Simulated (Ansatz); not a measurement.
BF$_{3}$, singlet, at a GFN2-xTB geometry; PBE/6-31G** in Ansatz (a program for electronic structure).

Ansatz was given this input:
Ansatz 0.2 input:
```yaml
crystal:
  periodic: [false, false, false]
  atoms:
    - {symbol: B, position_ang: [-0.00000000, 0.00000000, -0.00000000]}
    - {symbol: F, position_ang: [-0.00659779, 1.30036204, -0.00088081]}
    - {symbol: F, position_ang: [1.12944220, -0.64446528, 0.00325160]}
    - {symbol: F, position_ang: [-1.12284440, -0.65589676, -0.00237079]}
basis:
  gaussian:
    orbitals: 6-31G__.json
hamiltonian:
  xc: pbe
accuracy: high
```
The basis file holds 6-31G** in the JSON format of the Basis Set Exchange.

Output, abridged:

```
Functional definition: PBE
1197 factors; integrals over basis functions are off by at most 3.3e-9 eV
mean field evaluation 1: about -8820.3148 eV, gradient 4.1e1 eV
mean field evaluation 2: about -8816.4144 eV, gradient 6.7e1 eV
mean field evaluation 4: about -8822.5677 eV, gradient 3.2e-1 eV
mean field evaluation 8: about -8822.5673 eV, gradient 9.3e-3 eV
mean field evaluation 16: about -8822.5673 eV, gradient 3.4e-8 eV
mean field -8822.56732213 eV, -324.2233689372 hartree, gradient 3.0e-8 eV, S^2 0.000000; 0 other end points of the search recorded, 0 dependent functions left out
reference -8822.56732387 eV, -324.2233690013 hartree; 16, 16 occupied and 44, 44 virtual orbitals, 1197 factors
Total energy: -8822.56732387 eV, -324.2233690013 hartree
```
